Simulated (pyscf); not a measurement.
# O=P–SiH₃, singlet

Gas-phase minimum from PySCF at ωB97X-D3(BJ)/def2-SVP, one conformer. O=P–SiH₃ lies 27.2 kcal/mol over its isomer HO–SiH=PH, and others may lie lower still (electronic energy, ωB97M-D3(BJ)). 

```xyz
6

O      0.5090     0.2042     1.7054
P     -0.9924     0.3033     1.6920
Si    -1.3744    -0.1348    -0.5610
H     -2.8214    -0.1100    -0.9292
H     -0.8025    -1.4823    -0.8441
H     -0.6361     0.9030    -1.3360
```
Charge 0, spin multiplicity 1.

Bond lengths (Å): O1–P2 1.505, P2–Si3 2.327, Si3–H4 1.493, Si3–H5 1.491, Si3–H6 1.491. Angles (°): O1–P2–Si3 99.2, P2–Si3–H4 113.2, P2–Si3–H5 106.9, P2–Si3–H6 106.9, H4–Si3–H5 109.9, H4–Si3–H6 109.9, H5–Si3–H6 109.9.

Properties at ωB97X-D3(BJ)/def2-SVP:

```
Property                                                                                                                                                                            Value
---------------------------------------------------------------------------------------------------------------------  ------------------------------------------------------------------
Harmonic wavenumbers, unscaled                                                                                         95, 196, 427, 449, 568, 881, 938, 951, 1218, 2242, 2258, 2265 cm⁻¹
Zero-point energy                                                                                                                                                           17.9 kcal/mol
Rotational symmetry number                                                                                                                                                              1
Entropy of this conformer at 298 K and 1 atm, rigid rotor and harmonic oscillator, modes under 100 cm⁻¹ raised to 100                                                     300.3 J/(mol K)
Dipole moment                                                                                                                                                                      2.26 D
```

Single-point totals, which compare only within one level (frozen core for MP2 and CC):

```
level                   total energy (hartree)
----------------------  ----------------------
ωB97X-D3(BJ)/def2-TZVP              -707.94812
PBE/def2-TZVP                       -707.51296
r²SCAN/def2-TZVP                    -707.80526
B3LYP-D3(BJ)/def2-TZVP              -707.95036
PBE0-D3(BJ)/def2-TZVP               -707.56486
M06-2X/def2-TZVP                    -707.81902
ωB97M-D3(BJ)/def2-TZVP              -708.00010
HF/def2-TZVPP                       -706.30322
MP2/def2-TZVPP                      -706.80770
CCSD/def2-TZVPP                     -706.83847
CCSD(T)/def2-TZVPP                  -706.86356
```

Soft torsions are taken as harmonic, which can shift the entropy by several J/(mol K). The CCSD(T) − MP2 part came from Ansatz, without density fitting, on the same reference.
